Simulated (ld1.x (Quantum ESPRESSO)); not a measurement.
Sb, TM: configuration errors across variants

* Element: Sb
* Generator: ld1.x (Quantum ESPRESSO) 7.5
* Type: norm-conserving Troullier–Martins (Kleinman–Bylander form)
* Functional: LDA (PZ)
* Relativity: scalar-relativistic
* Frozen core: [Kr]
* Valence charge: 15
* Reference configuration: 4d10 5s2 5p3
* Partial waves: 5s (bound): rc 1.85 bohr; 5p (bound): rc 1.85 bohr; 4d (bound): rc 0.95 bohr
* Local potential: all-electron potential smoothed inside 1.20 bohr (lloc = -1)
* Core correction: Bessel-smoothed model core, default radius (core density twice the valence density)

All-electron excitation energies from the reference (eV): (1) 4d10 5s2 5p2 8.521; (2) 4d10 5s2 5p1 24.774; (3) 4d10 5s2 5p0 49.559; (4) 4d9 5s2 5p3 40.796; (5) 4d10 5s1 5p4 8.209; (6) 4d9 5s2 5p4 31.004; (7) 4d10 5s1 5p3 17.339; (8) 4d10 5s2 5p3 spin -1.092; (9) 4d10 5s2 5p2 spin 7.930.

Spin tests fill each open shell by Hund’s rule, majority spin first.

Tests that are not counted but printed errors over 1 eV. “local potential all-electron potential smoothed inside 0.82 bohr (lloc = -1)”: 4d9 5s2 5p3 (solver errors, printed error -2125 eV). “local potential all-electron potential smoothed inside 1.00 bohr (lloc = -1)”: 4d9 5s2 5p3 (solver errors, printed error -1985 eV); 4d9 5s2 5p4 (solver errors, printed error -1953 eV). “local potential all-electron potential smoothed inside 1.28 bohr (lloc = -1)”: 4d9 5s2 5p3 (solver errors, printed error -2119 eV); 4d9 5s2 5p4 (solver errors, printed error -2113 eV). “local potential all-electron potential smoothed inside 1.76 bohr (lloc = -1)”: 4d9 5s2 5p4 (solver errors, printed error -2189 eV); 4d9 5s2 5p3 (solver errors, printed error -1922 eV); 1 more.

A true bound ghost makes a file unfit for plane-wave use even where its test errors are small: the radial tests pick states by their node count and pass the ghost by. Where a test does run into it, the solver fails or the error is huge.

Errors AE − PS in meV (a dash: test not solved or not reliable):

```csv
change,(1),(2),(3),(4),(5),(6),(7),(8),(9),bound ghosts
base,-2.1,-4.7,-4.1,-278,-2.1,-314,-4.7,+4.4,+1.1,"s, p"
local potential all-electron potential smoothed inside 0.82 bohr (lloc = -1),-1.1,-7.3,-42,–,-0.7,-287,+2.9,+3.6,-0.8,"s, p"
local potential all-electron potential smoothed inside 1.00 bohr (lloc = -1),0.0,+3.4,+6.5,–,-0.5,–,+3.1,+5.5,+2.5,"s, p"
local potential all-electron potential smoothed inside 1.28 bohr (lloc = -1),-3.4,-8.8,-5.7,–,-3.2,–,-10.0,+3.9,+0.5,"s, p"
local potential all-electron potential smoothed inside 1.62 bohr (lloc = -1),+1.9,+6.5,-19,-40,+1.2,-138,+13,+5.1,+1.5,s
local potential all-electron potential smoothed inside 1.76 bohr (lloc = -1),-0.1,-3.9,–,–,+0.1,–,+7.6,+3.5,-0.8,s
```

Give the same row for: local potential all-electron potential smoothed inside 2.04 bohr (lloc = -1).

+1.3, +8.5, +12, -61, +0.4, -158, +8.1, +5.8, +3.0; bound ghosts: none.
